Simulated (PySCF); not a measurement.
Input for PySCF:
```python
from pyscf import gto, scf

mol = gto.M(
    atom='''
O     0.00838048    0.00164066    0.09925610
H    -0.05320696    0.86638286   -0.40979171
H    -0.01383690   -0.87950812   -0.38425707
''',
    basis='def2-svp',
    charge=1,
    spin=1,
    verbose=4,
)

mf = scf.UHF(mol)
mf.kernel()
mf.analyze()
```

Q: What does this run give for the <S^2>, nuclear repulsion energy, total energy, number of basis functions?

A: 
```
Quantity                         Value
-------------------------  -----------
<S^2>                            0.757
nuclear repulsion energy     8.7249 Eh
total energy               -75.5626 Eh
number of basis functions           24
```

These values belong to the state on which the SCF converged, which isn't shown to be the lowest.
